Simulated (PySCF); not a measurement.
C3H4BFO2.
Numbering: `[F:1][C:2]1=[CH:3][O:4][BH2-:5][O+:6]=[CH:7]1` (hydrogens: H8 on C3; H9, H10 on B5; H11 on C7)
Bond orders are those of one Lewis drawing.

Method: PBE0-D3(BJ)/def2-SVP geometry optimisation, gas phase (PySCF); density fitting, grid level 1; the optimiser is geomeTRIC in internal coordinates, started from a GFN2-xTB structure with every atom displaced at random (about 0.01 Å).

Step 6: E = -10643.8701 eV
```
atom  x, y, z in Å  |  force x, y, z in eV/Å
F1      2.4059    0.7044   -0.7956    0.006   0.015  -0.002
C2      1.1855    0.3454   -0.3927    0.002   0.000  -0.014
C3      0.8611   -0.9965   -0.2220   -0.004   0.019  -0.004
O4     -0.2807   -1.3834    0.1602    0.000  -0.023   0.027
B5     -1.4652   -0.4312    0.4355   -0.004   0.014  -0.020
O6     -0.9395    1.0161    0.3025    0.008  -0.010   0.032
C7      0.2290    1.3073   -0.0842   -0.002  -0.008  -0.009
H8      1.6181   -1.7732   -0.4091    0.001   0.000  -0.002
H9     -1.8265   -0.5979    1.5825   -0.006  -0.003  -0.003
H10    -2.3037   -0.6088   -0.4276    0.004  -0.003  -0.007
H11     0.4815    2.3759   -0.1619   -0.005  -0.002   0.002
```

Step 7: E = -10643.8713 eV
```
atom  x, y, z in Å  |  force x, y, z in eV/Å
F1      2.3998    0.7006   -0.8137    0.004   0.036   0.002
C2      1.1813    0.3459   -0.4018    0.009  -0.032  -0.024
C3      0.8609   -0.9961   -0.2204    0.020   0.037   0.004
O4     -0.2771   -1.3825    0.1703   -0.039  -0.031   0.045
B5     -1.4650   -0.4300    0.4357    0.003  -0.001  -0.032
O6     -0.9367    1.0162    0.3144    0.029   0.002   0.030
C7      0.2291    1.3080   -0.0819   -0.007  -0.021  -0.006
H8      1.6207   -1.7723   -0.4002   -0.003   0.008  -0.012
H9     -1.8377   -0.6020    1.5779   -0.014  -0.002  -0.003
H10    -2.2932   -0.6060   -0.4384    0.008   0.004  -0.002
H11     0.4835    2.3765   -0.1543   -0.010   0.000   0.000
```

Step 8: E = -10643.8733 eV
```
atom  x, y, z in Å  |  force x, y, z in eV/Å
F1      2.3912    0.6972   -0.8383   -0.002   0.048   0.008
C2      1.1759    0.3461   -0.4138    0.011  -0.064  -0.030
C3      0.8610   -0.9957   -0.2175    0.042   0.044   0.003
O4     -0.2723   -1.3818    0.1853   -0.072  -0.026   0.065
B5     -1.4645   -0.4283    0.4361    0.011  -0.026  -0.043
O6     -0.9322    1.0156    0.3315    0.049   0.017   0.027
C7      0.2295    1.3081   -0.0783   -0.013  -0.023  -0.008
H8      1.6237   -1.7710   -0.3898   -0.006   0.017  -0.019
H9     -1.8543   -0.6070    1.5710   -0.022  -0.002  -0.004
H10    -2.2779   -0.6013   -0.4532    0.013   0.011   0.002
H11     0.4855    2.3764   -0.1453   -0.010   0.004   0.001
```

**Question.** Estimate the geometry and energy of step 9. (The exact step hangs on the optimiser's Hessian estimate; all steps are aligned on step 8, rigid shifts and turns removed.)

**Answer.** E = -10643.8772 eV, largest force 0.125 eV/Å
```
atom  x, y, z in Å  |  force x, y, z in eV/Å
F1      2.3775    0.6946   -0.8749   -0.017   0.041   0.017
C2      1.1681    0.3458   -0.4313    0.006  -0.094  -0.027
C3      0.8611   -0.9952   -0.2118    0.064   0.026  -0.014
O4     -0.2650   -1.3815    0.2093   -0.091   0.010   0.085
B5     -1.4630   -0.4258    0.4369    0.018  -0.071  -0.051
O6     -0.9241    1.0137    0.3582    0.065   0.044   0.023
C7      0.2304    1.3071   -0.0725   -0.024  -0.012  -0.018
H8      1.6270   -1.7693   -0.3767   -0.006   0.028  -0.020
H9     -1.8807   -0.6132    1.5597   -0.031  -0.005  -0.006
H10    -2.2531   -0.5930   -0.4757    0.021   0.020   0.005
H11     0.4876    2.3751   -0.1337   -0.005   0.012   0.005
```

The energy changes by -0.0039 eV. The first-order estimate −F·Δx gives -0.0029 eV and the mean of the old and new forces, exact on a quadratic surface, -0.0031 eV. The step makes an angle of 77° with the force vector and moves no atom by more than 0.039 Å.

What follows is the cost of the whole optimisation. On one thread, Arm Neoverse V1 (aarch64), no GPU, on a shared host, this took 90 s and 0.50 GiB of memory at its peak.
